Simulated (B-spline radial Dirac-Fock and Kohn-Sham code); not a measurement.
Z = 31 (gallium), transition energy 50 keV. Level of theory: a Dirac-Hartree-Slater potential of the neutral atom with a Latter tail (no hole, which puts coefficients of high multipoles low close above an edge), finite nucleus with surface currents; a B-spline atomic structure program. Subshells that would emit electrons below 1 keV are left out.

Question: A pure transition shows α(K) = 8.16, L1/L2 = 10.5 and L1/L3 = 7.57. What is its multipolarity?
A. E4
B. E2
C. M4
D. M1
E. E1
F. M3
G. E3
H. M2

Answer: H. For comparison, α(K), L1/L2, L1/L3 are E1 0.459, 14.8, 8.54; E2 7.74, 2.39, 1.51; E3 106, 0.513, 0.339; E4 1400, 0.155, 0.105; M1 0.430, 19.1, 48.3; M3 131, 6.64, 1.98; M4 2050, 4.70, 0.906.

Values without a named source are computed, but for edge energies of neutral atoms, which are taken from tables.
